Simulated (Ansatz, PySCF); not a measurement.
C2H6F2OSi, SMILES COC[SiH](F)F. Atoms are numbered in the order given.

```xyz
12

C     -2.9123    -0.3550     0.4408
O     -1.5686    -0.0031     0.6473
C     -0.6819    -0.5523    -0.2995
Si     1.0269     0.0810     0.1338
F      2.0976    -0.6945    -0.8042
F      1.1401     1.6525    -0.2327
H     -3.5104     0.1217     1.2306
H     -3.2802    -0.0064    -0.5451
H     -3.0607    -1.4526     0.4934
H     -0.6931    -1.6645    -0.2841
H     -0.9422    -0.2547    -1.3385
H      1.4054    -0.1013     1.5489
```

The structure is a stationary point at B3LYP-D3(BJ)/def2-SVP. This is a generated structure with no PubChem entry under its InChIKey; it may be hypothetical. One conformer was computed; it need not be the lowest.

Two levels are set side by side: PBE-D3(BJ)/def2-SVP (Ansatz, a program for electronic structure) and B3LYP-D3(BJ)/def2-SVP (Ansatz). Each level has its own optimised geometry; the coordinates shown are those of the second. Frequencies come from the Hessian of PySCF at each geometry. Differences are taken from unrounded values.

| quantity | B3LYP-D3(BJ) | PBE-D3(BJ) | PBE-D3(BJ) minus B3LYP-D3(BJ) |
|---|---|---|---|
| mean bond length (Å) | 1.358 | 1.367 | 0.009 |
| bond C1–O2 (Å) | 1.404 | 1.409 | 0.005 |
| bond O2–C3 (Å) | 1.409 | 1.412 | 0.004 |
| bond C3–Si4 (Å) | 1.873 | 1.882 | 0.009 |
| bond Si4–F5 (Å) | 1.621 | 1.633 | 0.012 |
| bond Si4–F6 (Å) | 1.618 | 1.630 | 0.012 |
| bond C1–H7 (Å) | 1.099 | 1.107 | 0.008 |
| bond C1–H8 (Å) | 1.108 | 1.117 | 0.009 |
| bond C1–H9 (Å) | 1.109 | 1.118 | 0.009 |
| bond C3–H10 (Å) | 1.112 | 1.122 | 0.010 |
| bond C3–H11 (Å) | 1.112 | 1.121 | 0.010 |
| bond Si4–H12 (Å) | 1.476 | 1.491 | 0.015 |
| highest harmonic wavenumber (cm⁻¹) | 3128 | 3068 | -61 |
| mean harmonic wavenumber (cm⁻¹) | 1237 | 1200 | -37 |
| zero-point energy (kcal/mol) | 53.04 | 51.46 | -1.58 |

GGA bonds tend to be longer and softer than those of functionals with exact exchange. Differences between two approximate levels are no errors against the true value.
